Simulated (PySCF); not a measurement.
Computed shifts of a molecule C3H6BFO, PySCF with PBE/pcSseg-1, GIAO, gas phase, equivalent atoms averaged, in ppm (number of nuclei): ¹³C: 149.0 (1), 123.0 (1), 27.8 (1). ¹H: 6.50 (1), 5.88 (1), 5.66 (1), 5.56 (1), 2.16 (2). ¹⁹F: -114.1 (1). References: ¹¹B against BF3 (σ = 83.9 ppm); ¹³C against TMS (σ = 182.0 ppm); ¹H against TMS (σ = 31.49 ppm); ¹⁹F against CFCl3 (σ = 133.6 ppm); ¹⁷O against H2O (σ = 334.3 ppm), references at their B3LYP-D3(BJ)/def2-TZVP geometries, non-relativistic. Coordinates come from a ωB97X-D3(BJ)/def2-SVP optimisation. One conformer was computed; it need not be the lowest.

Q: Which molecule gave these data?
A. CB(C=O)CF
B. C=CB(F)OC
C. CB(F)C(C)=O
D. C=CCB(O)F

A: D, C=CCB(O)F
